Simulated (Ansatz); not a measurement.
`CO[Si](F)(F)[GeH3]`, relaxed with RKS PBE-D4/def2-SVP in the Gaussian-basis code of Ansatz from a rough embedded geometry. The force threshold is 0.03 eV/Å; the program also tests the step.

Total charge 0; spin multiplicity 1.

Start:

```xyz
12

C     1.936    0.689    0.999
O     0.543    0.918    0.636
Si   -0.009   -0.461   -0.210
F     0.129   -1.925    0.728
F     0.931   -0.709   -1.604
Ge   -2.223   -0.198   -0.845
H     2.546    0.607    0.095
H     1.996   -0.173    1.670
H     2.229    1.646    1.507
H    -3.060    0.000    0.415
H    -2.689   -1.434   -1.625
H    -2.330    1.040   -1.767
```

Task: By how much does the energy fall, and how many steps does the optimiser take? (An estimate is asked.)

Result: Computed: 45.54 kJ/mol, in 7 steps.

Task: Which bonds change most? (Estimate.)

Result: Computed: Si3–F4 from 1.744 to 1.635 Å; Si3–F5 from 1.699 to 1.635 Å; O2–Si3 from 1.709 to 1.652 Å; Si3–Ge6 from 2.318 to 2.366 Å.

Task: Give the relaxed structure. (Estimate.)

Result: Computed: 
```xyz
12

C     1.941    0.776    1.038
O     0.616    0.651    0.532
Si    0.002   -0.634   -0.305
F     0.145   -2.000    0.582
F     0.905   -0.916   -1.639
Ge   -2.253   -0.165   -0.848
H     2.696    0.716    0.224
H     2.166   -0.013    1.788
H     2.033    1.765    1.530
H    -3.065    0.057    0.451
H    -2.863   -1.351   -1.633
H    -2.323    1.112   -1.720
```
